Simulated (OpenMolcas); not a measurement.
Nb3+ with 4 ligands (chloride) in tetrahedral coordination (Td). A charge of +0.25 e stands 2.4 Å behind each ligand. Ligand basis ANO-RCC-VDZP.

```
Program             : OpenMolcas
Method              : CASSCF
Basis               : ANO-RCC-VTZP [7s6p4d2f1g]
Scalar Hamiltonian  : DKH2, point nucleus
Active space        : 2 electrons in 5 orbitals (4d)
State averaging     : 2S+1 = 3 even, 10 roots; 2S+1 = 1 even, 15 roots
Spin-orbit coupling : RASSI with atomic mean-field integrals over the reference wave functions
```

All ligands move together. At R = 2.21 Å the first state of the same spin is 9286 cm-1, and at R = 2.35 Å it is 7926 cm-1.

**Question.** A third run gives 7250 cm-1. What distance was it run at?

**Answer.** With a power law R^-n the two known points give n = -ln(7926 / 9286) / ln(2.35 / 2.21) = 2.58. Then R = 2.21 × (9286 / 7250)^(1/2.58) = 2.433 Å. The run was at 2.42 Å, so the estimate is off by +0.013 Å.

Without dynamic correlation the repulsion within the d shell is too large (B by tens of per cent), so at a given field states of lower spin stand too high. With metal d orbitals alone the field can be off either way by tens of per cent. Ligand-to-metal charge-transfer states are missing. With no ligand orbital active B as a rule stays too high, so bands that hang on it stand too high and its fall with covalency is understated. The least metal-like active orbital is 68 % on the metal (Löwdin) and no ligand orbital is active, so the numbers are rough (holds for R = 2.21). The least metal-like active orbital is 76 % on the metal (Löwdin) and no ligand orbital is active, so the numbers are rough (holds for R = 2.35). The least metal-like active orbital is 79 % on the metal (Löwdin) and no ligand orbital is active, so the numbers are rough (holds for R = 2.42). No measured value stands beside these numbers; the geometry is a model, was not optimised and need not be the one that this ion takes.
